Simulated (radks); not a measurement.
Spherical jellium clusters: N electrons in a uniform positive sphere of charge N and radius rs N^(1/3), rs = 5.89 bohr. Method: non-relativistic Kohn-Sham, LDA (Slater exchange, Perdew-Wang correlation), spin-polarised, spherical densities; computed with a radial shooting solver with Libxc functionals. Levels are named by radial order and angular momentum (1s, 1p, 1d, 2s, ...), and open shells are averaged over m.

N = 18, configuration 1s2 1p6 1d10. This is the lowest configuration that the search found. Occupied and some empty levels:

level,occupation,eigenvalue (eV),<r> (bohr)
1s,2,-3.2217,9.334
1p,6,-2.8189,11.21
1d,10,-2.3241,12.35
2s,0,-2.1254,9.609
1f,0,-1.7378,13.27
2p,0,-1.3627,11.43

Energy (eV): total -31.6960, kinetic 15.505, external -684.10, Hartree 342.10, exchange-correlation -47.889, background 342.69. Static polarisability (adiabatic kernel): 4426 bohr^3, against R^3 = 3678 for a classical metal sphere.
